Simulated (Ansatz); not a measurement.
Relaxation of CH6BFO2 (11 atoms, charge 0, multiplicity 1), to a largest force component of 0.03 eV/Å in at most 50 steps.

All numbers below come from Ansatz 0.2.0, RHF/6-31G*.

```xyz
11
Properties=species:S:1:pos:R:3
B 0.034 -0.347 -0.139
F -0.042 -0.695 1.148
C 1.439 -0.180 -0.826
H 1.852 -1.160 -1.060
H 1.368 0.375 -1.754
H 2.153 0.316 -0.175
O -1.108 -0.308 -0.849
H -1.885 -0.422 -0.318
O -0.147 1.938 1.119
H 0.497 2.623 1.230
H -0.008 1.311 1.846
```

Task: Where does it end, and by what steps?

Result: The run converged. After 6 steps the energy has fallen by 0.045 eV; H11 moved furthest, 0.21 Å.

```tsv
step	energy less start (eV)	largest force component (eV/Å)	accepted
0	0.0000	0.949	yes
1	-0.0422	0.228	yes
2	-0.0438	0.128	yes
3	-0.0450	0.097	yes
4	-0.0452	0.067	yes
5	-0.0453	0.034	yes
6	-0.0454	0.025	yes
```

```xyz
11
Properties=species:S:1:pos:R:3
B 0.032 -0.422 -0.191
F -0.051 -0.775 1.100
C 1.441 -0.222 -0.859
H 1.880 -1.190 -1.096
H 1.373 0.341 -1.782
H 2.132 0.283 -0.190
O -1.110 -0.354 -0.898
H -1.884 -0.477 -0.365
O -0.163 2.055 1.243
H 0.494 2.736 1.287
H 0.010 1.474 1.972
```

The run took 13 s on 1 thread of Arm Neoverse V2, on a shared host, peak memory 0.15 GiB.
